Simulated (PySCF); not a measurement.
## Electron correlation in Zr³⁺ (zirconium, charge +3)

[Kr] 4d1, 2D determinant. Calculation: PySCF 2.14, in def2-QZVPPD with the def2 core potential (28 electrons) (7s5p4d3f2g, 81 functions); a scalar-relativistic core potential. Frozen: nothing; 9 electrons correlated.

MP2 pair energies summed by pair of shells (mhartree):

| pair | energy | share (%) |
| --- | --- | --- |
| 4p-4p | -134.69 | 61.6 |
| 4s-4p | -36.31 | 16.6 |
| 4p-4d | -36.03 | 16.5 |
| 4s-4s | -7.25 | 3.3 |
| 4s-4d | -4.39 | 2.0 |

Total MP2 correlation energy: -218.67 mhartree.

Same-spin part -55.19 and opposite-spin part -163.48 mhartree; SCS-MP2 scales them by 1/3 and 6/5 to -214.58 mhartree.

The basis has no tight functions for the innermost shells, so their pair energies are far from complete.

This basis was not built for core-valence correlation, so the inner-shell part is incomplete.
